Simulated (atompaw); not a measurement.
PBEsol PAW (atompaw) dataset for Zn (Z = 30), scalar-relativistic all-electron reference.

The input file (atompaw 4.2.0.5):

```
Zn 30
GGA-PBESOL scalarrelativistic loggrid 1500 logderivrange -3 5 201
4 4 3 0 0 0
4 0 1.5
4 1 0
0 0 0
c
c
c
v
c
c
v
v
2
2.30 2.00 1.70 1.25
y
-0.2
n
y
1.2
n
y
3.5
n
custom rrkj gramschmidtortho besselshape
3 0 ultrasoft
2.30
2.30
2.30
2.30
0.80
0.80
PWSCFOUT
UPFDX 0.0125d0 UPFXMIN -7.d0 UPFZMESH 30.d0
END
```

Command:

```bash
atompaw < Zn.input > Zn.log
```

Resulting log (summary file):

```
Completed calculations for Zn (AE)

 Exchange-correlation type: GGA, Perdew-Burke-Ernzerhof modified (PBEsol)

 Radial integration grid is logarithmic
 r0 =   2.7940573E-04 h =   8.3821719E-03   n =      1500 rmax =   8.0000000E+01

 Scalar relativistic calculation

 AEatom converged in  33 iterations
   nz     =  30.00
   delta  =       4.029567421918E-17

 All Electron Orbital energies:
  n  l      occupancy      energy
  1  0      2.0000000E+00 -6.9984514E+02
  2  0      2.0000000E+00 -8.5392576E+01
  3  0      2.0000000E+00 -9.8154267E+00
  4  0      1.5000000E+00 -7.2441289E-01
  2  1      6.0000000E+00 -7.4088069E+01
  3  1      6.0000000E+00 -6.4594824E+00
  4  1      0.0000000E+00 -3.0878539E-01
  3  2      1.0000000E+01 -1.0858963E+00

 Total energy
   Total                    :    -3588.91139707979028

 ---
 Completed calculations for Zn (SC)

 Exchange-correlation type: GGA, Perdew-Burke-Ernzerhof modified (PBEsol)

 Radial integration grid is logarithmic
 r0 =   2.7940573E-04 h =   8.3821719E-03   n =      1500 rmax =   8.0000000E+01

 Scalar relativistic calculation

 SCatom converged in   1 iterations
   nz     =  30.00
   delta  =       9.069157064190E-17

 Valence Electron Orbital energies:
  n  l      occupancy      energy
   4  0      1.5000000E+00 -7.2441289E-01
   4  1      0.0000000E+00 -3.0878539E-01
   3  2      1.0000000E+01 -1.0858963E+00

 Total energy
   Total                    :    -3588.91139707971524
   Valence                  :     -240.65016281065644

 PAW parameters:
       lmax =            2
         rc =    2.3076976326307137
        irc =         1077
   rc_shape =    2.0011757162987696
    rc_vloc =    1.7065085408649510
    rc_core =    1.2513833210384362
   Vloc: Non norm-conserving form with l= 3;e=   0.0000E+00
   Projector type: RRKJ pseudization + Gram-Schmidt ortho.
   Bessel compensation charge shape zeroed at   2.0012E+00

 Number of basis functions     6
 No.   n  nodes  l      Energy         Cp coeff         Occ
  1    4    3    0   -0.7244129E+00  0.1000000E+01  0.1500000E+01
  2  999    4    0   -0.2000000E+00  0.1880563E-02  0.0000000E+00
  3    4    2    1   -0.3087854E+00  0.1000000E+01  0.0000000E+00
  4  999    3    1    0.1200000E+01  0.2282047E-01  0.0000000E+00
  5    3    0    2   -0.1085896E+01  0.1000000E+01  0.1000000E+02
  6  999    1    2    0.3500000E+01  0.1605968E-01  0.0000000E+00

 Eigenvalues of overlap operator (in the basis of projectors):
    1        8.53854903E-02
    2        1.24203908E-01
    3        9.80964985E-01
    4        1.20548831E+00
    5        7.25806531E+00
    6        1.15977483E+01

 Orbital leakage outside PAW augmentation regions
   orb  is_core?  %out_of_sphere
   1 0    T           0.00
   2 0    T           0.00
   3 0    T           0.01
   4 0    F          52.12
   2 1    T           0.00
   3 1    T           0.04
   4 1    F          78.61
   3 2    F           2.45

 Summary of PAW energies
   Total valence energy     :   -240.65017022158119
   Smooth energy            :     99.98274082325585
   One center               :   -340.63291104483704
   Smooth kinetic           :    138.62728443383057
   Vloc energy              :    -18.77212061985033
   Smooth exch-corr         :    -22.32966827413000
   One-center xc            :   -117.60152994909987
```

The run took about 9.8 s on one core of a shared server CPU.
